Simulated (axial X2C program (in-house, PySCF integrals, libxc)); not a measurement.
**Nuclear properties of CoSe⁺**

Calculated with an in-house all-electron X2C program for linear molecules (integrals from PySCF): two-component X2C with atomic mean-field Coulomb and Gaunt terms, Gaussian nuclei, basis Se dyall-cv3z, Co dyall-cv3z with contracted cores.

R = 2.173 Å (near the PBE0 minimum at charge 1 of the determinant lowest at the starting distance; the state shown can have its own minimum elsewhere).

Input and command:
```json
{"zs": [34, 27], "q": 1, "bas": ["dyall-cv3z", "dyall-cv3z"], "r0": 2.1, "levels": ["PBE0", "HF", "TPSSh", "r2SCAN", "BHandHLYP"], "nst": 3}
```
```bash
python soeom.py task.json out
```

Keys: zs atomic numbers; q charge; bas basis sets; r0 starting distance in Å; levels methods; nst determinants followed.

Determinant lowest in the PBE0 search, Ω = 4 (⟨Sz⟩ = 2.00, ⟨Lz⟩ = 2.00 at PBE0), spin on the atoms Se 0.77, Co 1.22:

| level | Eeff magnitude (GV/cm) | Ws magnitude Se (kHz) | Ws magnitude Co (kHz) | A∥/gI Se (MHz) | qzz Se (a.u.) | A∥/gI Co (MHz) | qzz Co (a.u.) |
| --- | --- | --- | --- | --- | --- | --- | --- |
| PBE0 | 0.482 | 0.00752 | 0.0227 | -125 | -3.25 | 364 | 0.05 |
| HF | 0.415 | 0.0171 | 0.0123 | -120 | -6.33 | 272 | -0.60 |
| TPSSh | 0.55 | 0.00872 | 0.0279 | -108 | -2.41 | 388 | 0.09 |
| r2SCAN | 0.433 | 0.013 | 0.0363 | -98.6 | -2.14 | 412 | 0.15 |
| BHandHLYP | 0.588 | 0.0281 | 0.0155 | -174 | -3.59 | 381 | 0.07 |

Eeff is the effective electric field on the electron electric dipole moment in this Ω state and Ws the scalar–pseudoscalar constant of the nucleus named (defined with the proton number Z and per Ω); A∥ (defined per Ω) follows by multiplying with gI = μI/(I μN); qzz is the electric field gradient, eQq0 = 234.96 MHz × Q/barn × qzz. The operators were transformed with the bare-nucleus X2C matrices; with these basis sets, hyperfine constants and field gradients can be off by tens of per cent, and where levels differ in sign neither size nor sign is settled.

Q: With gI(77Se) = 1.0701, gI(59Co) = 1.3220 (g factors from the IAEA table of nuclear moments by Stone), turn the PBE0 values of the first state into constants in MHz.

A: A∥(77Se) = -125 × 1.0701 = -134 MHz; A∥(59Co) = 364 × 1.3220 = 481 MHz.

Each state is one determinant with collinear spin, which with several unpaired electrons need not be a pure state. Unrestricted Hartree–Fock can overshoot spin polarisation at the nuclei. With several open shells hyperfine constants can be off by a factor of several. Open-shell Ω = 0 determinants with evenly filled partner blocks cannot be reached by this program, so the Ω shown need not be the lowest component. At HF a later determinant lies lower. States lie within half an eV, so the first need not be the ground state. The sign of Ws at Se differs between levels in the first state. Further determinants of the search, some of them spin-mixed, are not shown. Where a field gradient or hyperfine factor spreads by more than a factor of two over the levels, a constant derived from it is not to be relied on.
